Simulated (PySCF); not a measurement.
**Scandium: a sound run and one with changed settings**

Sound run: Sc⁺ [Ar] 3d1 4s1, Sc²⁺ [Ar] 3d1. All numbers are calculated (PySCF 2.14, the spin-free X2C one-electron Hamiltonian (Gaussian nucleus), in cc-pVTZ-DK). In the sound run the correlated levels freeze [Ar]. The sound run starts from symmetry-adapted Hartree-Fock orbitals and uses a fine grid where one is needed.

Changed run: no relativity, point nucleus. This setting is unsound on purpose.

```csv
species,method,sound run (hartree),changed run (hartree),converged
Sc⁺,UHF,-763.08698,-758.22441,yes
Sc⁺,PBE0,-763.76317,-758.90269,yes
Sc⁺,MP2,-763.09031,-758.22767,yes
Sc²⁺,UHF,-762.63777,-757.77835,yes
Sc²⁺,PBE0,-763.28741,-758.43051,yes
```

Ionisation energy of Sc⁺:

```json
{"method": "UHF", "sound run (eV)": "12.223", "changed run (eV)": "12.138"}
{"method": "PBE0", "sound run (eV)": "12.946", "changed run (eV)": "12.849"}
{"method": "r2SCAN", "sound run (eV)": "n/a", "changed run (eV)": "12.790"}
{"method": "MP2", "sound run (eV)": "12.314", "changed run (eV)": "12.227"}
{"method": "SCS-MP2", "sound run (eV)": "12.254", "changed run (eV)": "12.167"}
```

Most of the change in total energy is the relativistic energy itself. On top of that the contraction fixes the core shape for the Hamiltonian it was made with, so the changed run is not a good calculation with the other Hamiltonian either.

For comparison, NIST gives 12.800 eV between the lowest levels.
